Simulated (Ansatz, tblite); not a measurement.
Two members of one family ((MgO)n off), computed with Ansatz in the gas phase. The two geometries come from different levels. HOMO and LUMO are taken over both spins. The spins of the ions were chosen, not always searched. A dash marks a value that wasn't run or was left out as unsound. The structures are stationary points that may keep the symmetry of their start. Remarks come from the PBE and PBE0 runs and from stability tests at other levels; not every state was tested. A HOMO above zero means that the electron is unbound at that level and held by the basis, or that self-interaction error raises the level; the energy of removing that electron tells which.

First: MgO2⁻ (doublet, charge -1, r2SCAN-D4/def2-TZVPD geometry; oxidised ion triplet).

```xyz
3

Mg    0.003   -0.002    0.000
O    -0.090   -0.215   -1.821
O     0.088    0.217    1.821
```

```json
{"level": "PBE-D4/def2-SVPD", "HOMO (eV)": "-0.05", "vertical IE (eV)": "–"}
{"level": "PBE-D4/def2-TZVPD", "HOMO (eV)": "-0.07", "vertical IE (eV)": "2.89"}
{"level": "r2SCAN-D4/def2-TZVPD", "HOMO (eV)": "0.21", "vertical IE (eV)": "2.29"}
{"level": "B3LYP-D4/def2-TZVPD", "HOMO (eV)": "-0.22", "vertical IE (eV)": "–"}
{"level": "PBE0-D4/def2-SVPD", "HOMO (eV)": "-0.20", "vertical IE (eV)": "–"}
```

The relaxed quartet lies at 0.83 eV (LC-ωPBE/def2-TZVPD) to 1.91 eV (PBE-D4/def2-TZVPD) from the doublet. Remarks: spin-contaminated (⟨S²⟩ up to 0.83), HOMO above zero (quartet).

Second: Mg2O2⁻ (doublet, charge -1, B3LYP-D4/def2-TZVPD geometry; oxidised ion singlet).

```xyz
4

Mg    0.6934   -0.1623    1.0039
Mg   -0.6934    0.1623   -1.0039
O     0.0887   -1.4044   -0.2884
O    -0.0887    1.4044    0.2884
```

**Question.** What does the change do? Estimate second minus first.

**Answer.** 
| level | Δ HOMO (eV) | Δ vertical IE (eV) |
| --- | --- | --- |
| PBE-D4/def2-SVPD | 0.49 | – |
| PBE-D4/def2-TZVPD | 0.54 | -1.47 |
| r2SCAN-D4/def2-TZVPD | 0.16 | -0.90 |
| B3LYP-D4/def2-TZVPD | 0.39 | – |
| PBE0-D4/def2-SVPD | 0.20 | – |

The relaxed quartet lies at 0.90 eV (RPA@PBE/def2-TZVPD) to 1.28 eV (ωB97M-V/def2-TZVPD) from the doublet. Remarks: HOMO above zero at PBE or PBE0, HOMO above zero (quartet).
